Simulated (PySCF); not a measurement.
Magnetisability: `Brc1cncpc1`, C4H3BrNP

Geometry:
| atom | x (Å) | y (Å) | z (Å) |
| --- | --- | --- | --- |
| Br1 | -2.825 | 0.888 | 0.204 |
| C2 | -1.023 | 0.248 | 0.075 |
| C3 | -0.009 | 1.194 | -0.038 |
| N4 | 1.269 | 0.898 | -0.135 |
| C5 | 1.709 | -0.336 | -0.133 |
| P6 | 0.788 | -1.818 | -0.012 |
| C7 | -0.797 | -1.110 | 0.098 |
| H8 | -0.248 | 2.249 | -0.050 |
| H9 | 2.787 | -0.426 | -0.220 |
| H10 | -1.641 | -1.782 | 0.189 |

Method used: GIAO KT3/pcSseg-1 magnetisability, rotational g tensor and spin-rotation constants, non-relativistic, gas phase in PySCF. Geometry: GFN2-xTB.

The calculation is non-relativistic, which matters for the atoms heavier than Zn.

Q: How diamagnetic is it, and how anisotropic?

A: Isotropic -1276 × 10⁻³⁰ J/T², or -76.8 × 10⁻⁶ cm³/mol; principal values -1837, -1026, -965 × 10⁻³⁰ J/T², anisotropy 843 × 10⁻³⁰ J/T² (root of half the summed squared differences of the principal values). The susceptibility is in cgs units.

Q: Split it along the inertial axes a, b, c into diamagnetic and paramagnetic parts about the centre of mass, with the quadrupole moment.

A: 
| axis | χ (10⁻⁶ cm³/mol) | diamagnetic (10⁻⁶ cm³/mol) | paramagnetic (10⁻⁶ cm³/mol) | summed x² of all electrons (Å²) | quadrupole Θ (D Å) |
| --- | --- | --- | --- | --- | --- |
| a | -61.6 | -388.5 | 326.8 | 321.0 | +2.42 |
| b | -58.3 | -1415.7 | 1357.4 | 78.9 | -0.81 |
| c | -110.6 | -1696.4 | 1585.8 | 12.7 | -1.61 |

Anisotropies 2χaa − χbb − χcc = +45.6 and 2χbb − χaa − χcc = +55.7 × 10⁻⁶ cm³/mol. Θ is traceless in Buckingham's convention.

Q: And the rotational g tensor?

A: 
| axis | rotational constant (GHz) | g | nuclear part | electronic part |
| --- | --- | --- | --- | --- |
| a | 4.0932 | -0.0879 | 0.5406 | -0.6285 |
| b | 0.7856 | -0.0174 | 0.4836 | -0.5010 |
| c | 0.6591 | +0.0018 | 0.4928 | -0.4910 |

Asymmetric top; isotopes 79Br, 12C, 1H, 14N, 31P; no vibrational averaging.
